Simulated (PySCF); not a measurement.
## Correlation energy of N⁺ (nitrogen, charge +1)

[He] 2s1 2p2 3s1, high-spin 5P determinant (an excited configuration). All numbers are calculated (PySCF 2.14, the spin-free X2C one-electron Hamiltonian (Gaussian nucleus), in x2c-QZVPPall with one added diffuse shell each of s, p, d, f type (8s5p4d3f1g, 73 functions)). Frozen: 1s2; 4 electrons correlated.

MP2 pair energies summed by pair of shells (mhartree):

| pair | energy | share (%) |
| --- | --- | --- |
| 2p-2p | -7.77 | 42.8 |
| 2s-2p | -5.33 | 29.3 |
| 2p-3s | -3.79 | 20.9 |
| 2s-3s | -1.27 | 7.0 |

Total MP2 correlation energy: -18.16 mhartree.

Same-spin part -18.16 and opposite-spin part 0.00 mhartree; SCS-MP2 scales them by 1/3 and 6/5 to -6.05 mhartree.
